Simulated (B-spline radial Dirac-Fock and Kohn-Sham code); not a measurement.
**Kohn-Sham estimates against Dirac-Fock for the levels of Eu⁵⁴⁺**

System: europium as Eu⁵⁴⁺ in the configuration [He] 2s2 2p5.

The density-functional columns are spherical, spin-unpolarised Dirac-Kohn-Sham results without Breit or QED terms: −ε is minus the orbital energy of the initial state and ΔSCF the difference of two total energies. The reference in the last column comes from multi-electron Dirac-Fock with separately optimised hole states, Breit and Lamb-shift corrections added in first order. All numbers are from a radial finite-basis atomic code, in eV; a selection of levels is shown. The Kohn-Sham columns are given as differences from the reference. For the 1s level of heavy atoms much of the gap between ΔSCF and the reference is the Breit and QED part, -196.8 eV here; for other levels the error of the functional can be larger.

| level | LDA −ε − DF | LDA ΔSCF − DF | Dirac-Fock |
| --- | --- | --- | --- |
| K (1s) | -306.7 | +198.4 | 53078.6 |
| L1 (2s) | -142.0 | -16.5 | 12175.6 |
| L2,3 (2p) | -123.5 | +20.3 | 11389.9 |

Values without a named source are computed, but for edge energies of neutral atoms, which are taken from tables.
